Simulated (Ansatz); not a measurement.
# A geometry optimisation of B3H3MgO with B3LYP/6-31G*

The starting geometry of this gas-phase singlet was optimised with GFN2-xTB.

```xyz
8

B    -2.0271   -0.9691   -0.8848
B    -0.4906   -1.5154   -1.0195
B    -0.5563   -0.0421   -0.3104
Mg   -0.9340   -2.0308    0.9484
O    -1.8398   -0.1874    0.2920
H    -3.0301   -0.7920   -1.4899
H     0.2073   -2.2122   -1.6834
H    -0.1029    1.0519   -0.3457
```

Question: Predict what it relaxes into with B3LYP/6-31G*.

Answer: A bond breaks, giving a structure given below by its coordinates. Distances that change by over a tenth: B1–Mg4 (2.38 → 2.83 Å), B3–Mg4 (2.38 → 2.83 Å). Contacts that open: Mg4–O5 (2.16 → 3.00 Å).

The energy falls by 0.27 eV over 16 steps:

```json
{"step": "1", "E − E(last) (eV)": "0.268"}
{"step": "3", "E − E(last) (eV)": "0.039"}
{"step": "4", "E − E(last) (eV)": "0.037"}
{"step": "6", "E − E(last) (eV)": "0.035"}
{"step": "8", "E − E(last) (eV)": "0.031"}
{"step": "9", "E − E(last) (eV)": "0.026"}
{"step": "11", "E − E(last) (eV)": "0.003"}
{"step": "13", "E − E(last) (eV)": "0.000"}
{"step": "14", "E − E(last) (eV)": "0.000"}
{"step": "16", "E − E(last) (eV)": "0.000"}
```

Final geometry (Å):

```yaml
atoms:
  - { symbol: B, position_ang: [-2.1272, -0.9054, -0.8836] }
  - { symbol: B, position_ang: [-0.5269, -1.4811, -0.9817] }
  - { symbol: B, position_ang: [-0.5792, 0.0698, -0.2789] }
  - { symbol: Mg, position_ang: [-0.6961, -2.4452, 1.0059] }
  - { symbol: O, position_ang: [-1.9488, 0.1210, 0.0745] }
  - { symbol: H, position_ang: [-3.1278, -0.9174, -1.5424] }
  - { symbol: H, position_ang: [0.1787, -2.2255, -1.5876] }
  - { symbol: H, position_ang: [0.0537, 1.0868, -0.2995] }
```

Frequencies at the end are all real (lowest 91 cm⁻¹). Run with Ansatz 0.2.0, 49 s on 1 thread of Arm Neoverse V1 (shared host).
